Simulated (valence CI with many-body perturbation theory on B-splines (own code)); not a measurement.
## Ladder of approximations for Tl

Method: valence CI with perturbative core correlation (CI+MBPT): three valence electrons over a frozen Dirac-Fock core [Xe] 4f14 5d10, a basis of 11 s, 11 p, 9 d, 7 f, 5 g, 2 h, 1 i functions for each j, with the one-electron correlation potential Σ1 (screened to all orders), the two-electron term Σ2, the three-electron term Σ3, Breit, model QED; selected single and double excitations, second order for the rest (own B-spline code, finite nucleus).

Against 11 measured levels this calculation errs by 132 cm⁻¹ on average and by 211 at most. These come from a selection out of the NIST Handbook of Basic Atomic Spectroscopic Data. Levels without a partner in it may be off by more.

Each rung adds one term. CI alone is the Dirac-Coulomb CI over the frozen core; QED comes last and gives the full result, which names the levels. Energies are above 6s2 6p 2P°_1/2 on the same rung, in cm⁻¹.

| Level | CI alone | Σ1 | Σ2 | Σ3 | Breit | QED | Full |
| --- | --- | --- | --- | --- | --- | --- | --- |
| 6s2 6p 2P°_3/2 | 6427 | +1686 | -72 | +9.8 | -93 | +11 | 7969 |
| 6s2 7s 2S_1/2 | 23469 | +4967 | -1826 | +1.1 | -107 | +58 | 26563 |
| 6s2 7p 2P°_1/2 | 30868 | +5112 | -1845 | +1.4 | -102 | +41 | 34075 |
| 6s2 7p 2P°_3/2 | 31779 | +5182 | -1818 | +1.4 | -112 | +42 | 35074 |
| 6s2 6d 2D_3/2 | 32282 | +5518 | -1683 | +5.7 | -118 | +39 | 36043 |
| 6s2 6d 2D_5/2 | 32345 | +5530 | -1683 | +5.9 | -119 | +39 | 36117 |
| 6s2 8s 2S_1/2 | 35232 | +5462 | -2063 | +1.2 | -113 | +50 | 38568 |
| 6s2 8p 2P°_1/2 | 37791 | +5474 | -2035 | +1.3 | -111 | +44 | 41164 |
| 6s2 8p 2P°_3/2 | 38135 | +5493 | -2030 | +1.3 | -114 | +44 | 41530 |
| 6s2 7d 2D_3/2 | 38219 | +5602 | -1869 | +0.9 | -117 | +42 | 41878 |
| 6s2 7d 2D_5/2 | 38246 | +5607 | -1866 | +0.8 | -117 | +42 | 41912 |
| 5f 6s2 2F°_7/2 | 38576 | +5664 | -2002 | +1.3 | -117 | +45 | 42168 |
| 5f 6s2 2F°_5/2 | 38577 | +5663 | -2002 | +1.3 | -117 | +45 | 42168 |
| 6s2 9s 2S_1/2 | 39526 | +5582 | -2054 | +1.3 | -115 | +47 | 42988 |
| 6s2 9p 2P°_1/2 | 40720 | +5580 | -2038 | +1.3 | -114 | +45 | 44194 |
| 6s2 9p 2P°_3/2 | 40890 | +5588 | -2036 | +1.3 | -116 | +45 | 44372 |

The middle columns are the shifts that each term adds.

Question: How does the ionisation energy move along the ladder, and which term matters most?

Answer: CI alone 5.6439, + Σ1 6.3468, + Σ2 6.0967, + Σ3 6.0968, + Breit 6.0824, + QED 6.0880 eV. The largest step is Σ1, 0.7029 eV. NIST lists 6.10829 eV (measured), further off than its uncertainty and the later steps.
